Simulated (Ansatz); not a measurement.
Molecule: sum formula GeHBr2 (charge 0, doublet). It need not be the lowest isomer of its formula. 
Coordinates optimised at B3LYP-D3(BJ)/def2-TZVP (Ansatz, a program for electronic structure):
SMILES: [Br][GeH][Br]
```xyz
4

Br     1.9116    -0.3697    -0.1977
Ge    -0.0101     0.7737     0.4788
Br    -1.9020    -0.3986    -0.2317
H     -0.0136     2.1341    -0.2902
```
Charge 0, spin multiplicity 2.

Dipole moments at this geometry, in debye (magnitudes).

```tsv
level	program	dipole (D)
SVWN5/def2-TZVPD	Ansatz	1.45
PBE/def2-TZVPD	Ansatz	1.42
BLYP/def2-TZVPD	Ansatz	1.42
revPBE/def2-TZVPD	Ansatz	1.43
r2SCAN/def2-TZVPD	Ansatz	1.54
B97M-V/def2-TZVPD	Ansatz	1.48
PBE0/def2-TZVPD	Ansatz	1.61
BHLYP/def2-TZVPD	Ansatz	1.78
r2SCANh/def2-TZVPD	Ansatz	1.60
HSE06/def2-TZVPD	Ansatz	1.61
CAM-B3LYP/def2-TZVPD	Ansatz	1.71
wB97M-V/def2-TZVPD	Ansatz	1.72
CCSD(T)/aug-cc-pVDZ	Ansatz	1.61
```
